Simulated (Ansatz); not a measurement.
Program: Ansatz 0.2.0.

A structure relaxed at PBE0-D4/def2-TZVP, charge 0, multiplicity 1:

```xyz
9

F     2.460    0.749   -0.500
Ge    0.772    0.566   -0.875
N     0.067   -1.094   -0.540
C    -0.327   -0.158    0.528
S    -2.109   -0.019    0.682
H     0.499    1.231   -2.213
H     0.571   -1.916   -0.237
H     0.170   -0.259    1.492
H    -2.103    0.900    1.663
```

(1) Give its formula and SMILES.

(2) Summarise the bond lengths by kind.

Results:

(1) CH4FGeNS, `[F][Ge@H]1[NH][C@@H]1S`.

(2) 1 × F–Ge 1.739 Å; 1 × Ge–N 1.834 Å; 1 × C–Ge 1.923 Å; 1 × Ge–H 1.519 Å; 1 × C–N 1.474 Å; 1 × H–N 1.011 Å; 1 × C–S 1.793 Å; 1 × C–H 1.089 Å; 1 × H–S 1.344 Å.
